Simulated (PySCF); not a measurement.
## Radial density of P⁺ (phosphorus, charge +1)

wB97M-V, [Ne] 3s1 3p2 3d1, one real determinant (an excited configuration). All numbers are calculated (PySCF 2.14, no relativity, point nucleus, in aug-cc-pV(Q+d)Z with one added diffuse shell each of s, p, d, f, g type (8s7p6d4f3g, 114 functions)).

```csv
r (bohr),4πr²ρ (e/bohr),4πr²(ρα − ρβ)
0.00163,0.06966,0.0002
0.00275,0.1907,0.0006
0.00462,0.5099,0.0017
0.00777,1.313,0.0044
0.0131,3.169,0.0106
0.0220,6.870,0.0229
0.0370,12.45,0.0408
0.0622,16.85,0.0538
0.105,14.85,0.0615
0.176,10.76,0.1631
0.296,14.66,0.3777
0.498,13.46,0.1550
0.838,3.924,0.3141
1.41,2.072,1.9140
2.37,1.353,1.3526
3.99,0.2757,0.2757
6.71,0.02850,0.0285
11.3,0.0002473,0.0002
```

⟨L²⟩ = 7.64 against 12 for a pure F term, so this real determinant mixes terms. The outer electron is Rydberg-like, and this basis confines it to a smaller radius and binds it less than a complete one would.
